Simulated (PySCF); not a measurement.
**Question.** What does the PBE0-D3(BJ)/def2-SVP structure of `COC[SiH2][CH2][GeH3]` look like in three dimensions?

**Answer.** 
```
atom  x, y, z in Å
C1     1.8372    1.7924   -0.3273
O2     0.7487    1.0220    0.0799
C3     1.0943   -0.1461    0.7754
Si4   -0.5163   -1.0949    1.0950
C5    -1.3604   -1.4828   -0.5345
Ge6   -1.6423    0.0356   -1.7517
H7     2.5031    1.2327   -1.0139
H8     2.4426    2.1336    0.5352
H9     1.4483    2.6740   -0.8562
H10    1.6190    0.0852    1.7264
H11    1.7919   -0.7780    0.1836
H12   -1.4123   -0.2635    1.9559
H13   -0.1753   -2.3506    1.8401
H14   -2.3465   -1.9302   -0.3269
H15   -0.7763   -2.2431   -1.0795
H16   -0.3640    0.3415   -2.5502
H17   -2.1091    1.2876   -0.9906
H18   -2.7480   -0.3583   -2.7592
```

Any rigid rotation of these coordinates is as good. Atoms count from 1 in this order. Ge6 (germanium bonded to C and 3 H) is tetrahedral (angles from 107.9° to 111.5°). Of the pairs four or more bonds apart, H7···H11 is among the closest relative to their van der Waals radii: 2.45 Å, 102 % of the sum of Bondi's values. O2 (ether oxygen) is bent (angle 114.4°). Si4 (SiH2 silicon) is tetrahedral (angles from 108.0° to 111.2°).

Bonds between heavy atoms (Å): C1–O2 1.394, O2–C3 1.403, C3–Si4 1.896, Si4–C5 1.876, C5–Ge6 1.966.

Computed, not measured: PBE0-D3(BJ)/def2-SVP geometry optimisation, gas phase (PySCF 2.14.0).

Point group: C1 (no symmetry element, even within 0.4 Å). Not checked by PBE0-D3(BJ)/def2-SVP frequencies. The numbers are those of one conformer (C1–O2–C3–Si4 -175°, O2–C3–Si4–C5 59°, C3–Si4–C5–Ge6 -52°).
